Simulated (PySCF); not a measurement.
A homologous series of growing length: n-germane mercapto/mercapto. Gas-phase values, no solvent. One relaxed conformer stands for each flexible species; it need not be the lowest. Strings in code marks are SMILES.

These are r2SCAN-D4/def2-TZVP // B3LYP-D3(BJ)/def2-SVP in PySCF 2.14.0 values and carry that method's errors. 

```tsv
n	species	LUMO (eV)
2	`[GeH2]([SH])[GeH2][SH]`	-1.56
3	`[SH][GeH2][GeH2][GeH2][SH]`	-1.85
4	`[SH][GeH2][GeH2][GeH2][GeH2][SH]`	-1.91
6	`[SH][GeH2][GeH2][GeH2][GeH2][GeH2][GeH2][SH]`	-2.06
```

Problem. Fit the LUMO to a + b/n by least squares and give the limit of the infinite chain.

Solution. a = -2.30 eV and b = 1.46 eV, with a largest residual of 0.04 eV. The limit a is a rough one, since such series level off at large n.
